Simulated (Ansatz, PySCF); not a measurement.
chlorosilylformaldehyde (CH3ClOSi), SMILES O=C[SiH2]Cl.

The structure is a stationary point at B3LYP-D3(BJ)/def2-SVP. One conformer was computed; it need not be the lowest.

Vertical ionisation energy (IE) and electron affinity (EA) in eV. Rows of orbital energies are one-electron estimates. Where ΔSCF, EOM or ADC give a negative EA the extra electron is unbound and the value depends on the basis.

| level | IE | EA |
|---|---|---|
| −ε(HOMO), −ε(LUMO), HF/def2-TZVPD (PySCF) | 11.13 | -1.48 |
| −ε(HOMO), −ε(LUMO), PBE/def2-TZVPD (PySCF) | 6.08 | 3.30 |
| ΔSCF, CAM-B3LYP/def2-SVPD (Ansatz), final states of multiplicity 2 and 2 | 10.00 | 0.12 |
| ΔSCF, PBE/def2-SVPD (Ansatz), final states of multiplicity 2 and 2 | (withheld) | (withheld) |

Q: Some entries are withheld; supply them. (The exact figures need the calculation; the answer reports its results.)

A: 
- ΔSCF, PBE/def2-SVPD (Ansatz, a first-principles code), final states of multiplicity 2 and 2, IE: 9.54
- ΔSCF, PBE/def2-SVPD (Ansatz), final states of multiplicity 2 and 2, EA: 0.17

Q: What vertical singlet–triplet gap does ΔSCF give with CAM-B3LYP/def2-SVPD (Ansatz) and with PBE/def2-SVPD (Ansatz)? (The exact figures need the calculation; the answer reports its results.)

A: 2.55 and 2.47 eV (triplet above singlet where positive).
